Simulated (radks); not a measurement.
Excited configurations of Pm XIII: one electron is placed in a higher orbital outside [Kr] 4d10 5s2. The ground configuration is [Kr] 4d10 4f1 5s2. All-electron calculation, Dirac Kohn-Sham, PBE, spin-unpolarised, spherical densities, point nucleus; open shells fill j = l - 1/2 first. Program: a radial shooting solver on a logarithmic mesh with Libxc functionals. Excitation = E - E(ground); binding = E(ion) - E, where the ion is the core of charge +13; n* = 13/sqrt(2 binding) in atomic units. These energies are relativistic, and a one-electron ion of charge +13 with no core already has n* below n in this formula (Dirac formula, point nucleus: 5p1/2 4.996, 5d3/2 4.998, 5f5/2 4.999, 7s1/2 6.996, 7d3/2 6.998, 7f5/2 6.999). The quantum defect is therefore taken as that value minus n*, so that it holds no relativistic shift of the bare ion.

| outer orbital | excitation (eV) | binding (eV) | quantum defect | eigenvalue (eV) | <r> (bohr) |
|---|---|---|---|---|---|
| 5p1/2 | 15.152 | 210.59 | 1.692 | -201.67 | 1.251 |
| 5d3/2 | 59.002 | 166.74 | 1.285 | -158.99 | 1.430 |
| 5f5/2 | 101.30 | 124.45 | 0.701 | -117.93 | 1.687 |
| 7s1/2 | 139.89 | 85.848 | 1.821 | -82.844 | 3.135 |
| 7d3/2 | 156.30 | 69.438 | 1.244 | -66.851 | 3.652 |
| 7f5/2 | 167.69 | 58.054 | 0.706 | -55.812 | 4.148 |

The Delta-SCF ionisation energy is 225.74 eV (NIST Atomic Spectra Database: 229 eV, theoretical). Self-interaction in the functional shifts the binding energies and quantum defects, so they are the method's values and not measured ones. Spin polarisation and multiplet splitting are left out, so open shells lie too high by an amount that depends on their filling.

Beside tabulated values, note that spin-unpolarised runs miss the spin-polarisation part of the exchange energy of open shells.
